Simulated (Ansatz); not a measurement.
Consider the redistribution: `[GeH3][SiH2][SiH2][SiH2][GeH3]` + `CSS[SiH3]` → `CS[S][GeH3]` + `[SiH3][SiH2][SiH2][SiH2][GeH3]`.

Calculated with Ansatz (gas phase, PBE0-D4/def2-TZVP geometries, no zero-point term in ΔE). CBS: MP2 limit from def2 TZ/QZ plus the TZ coupled-cluster correction, frozen cores. Functionals use def2-TZVPP. B3LYP here is the variant with VWN-RPA as its local correlation; programs differ in this. For Ge outer-core shells are correlated without core-valence functions, which leaves a few kJ/mol of doubt a bond. Scalar relativity is left out up to krypton. One conformer a species, not always the lowest.

Question: Is it downhill or uphill in electronic energy at CCSD(T)/CBS, and by how much? (Estimate.)

Answer: Ansatz gave: Uphill: ΔE = +0.29 eV.

Question: What do these levels give: BHLYP-D4, PBE0, B3LYP, CAM-B3LYP, LC-ωPBE, MP2/def2-SVP? (Estimate.)

Answer: Ansatz gave: BHLYP-D4 0.26, PBE0 0.24, B3LYP 0.24, CAM-B3LYP 0.25, LC-ωPBE 0.26, MP2/def2-SVP 0.24 eV.

Largest T1 diagnostic among the species: 0.013.

In def2-TZVPP, CCSD(T) changes the Hartree–Fock value by +0.04 eV (the triples alone add −0.00 eV) and MP2 by +0.07 eV. Leaving LDA and LC-ωPBE aside and taking each functional with its dispersion term where it has one, the values, not all of them listed here, spread over 0.08 eV, from B97M-V to ωB97M-V. LDA lies +0.03 eV from PBE without D4.
